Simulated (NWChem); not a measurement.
Species: BeClF; SMILES [F][Be][Cl]

```xyz
3

Be     0.0000     0.0000     0.5998
F      0.0000     0.0000     1.9747
Cl     0.0000     0.0000    -1.2084
```
Atoms are numbered in this order, from 1.

All runs use the structure optimised with B3LYP/6-31G* (spherical d).

Q: List the 4 lowest vertical singlet excitations and the 4 lowest triplet ones from PBE/def2-SVPD, full TDDFT (NWChem).

A: 
```
state  energy (eV)  oscillator strength  leading excitation (squared amplitude)
-----  -----------  -------------------  --------------------------------------
S1            7.23                0.047                    HOMO−1 → LUMO (0.99)
S2            7.23                0.047                      HOMO → LUMO (0.99)
S3            7.90                0.000                  HOMO−1 → LUMO+1 (0.49)
S4            7.93                0.000                  HOMO−1 → LUMO+1 (0.49)
T1            6.94       spin-forbidden                    HOMO−1 → LUMO (0.98)
T2            6.94       spin-forbidden                      HOMO → LUMO (0.98)
T3            7.37       spin-forbidden                  HOMO−1 → LUMO+2 (0.47)
T4            7.60       spin-forbidden                  HOMO−1 → LUMO+2 (0.49)
```
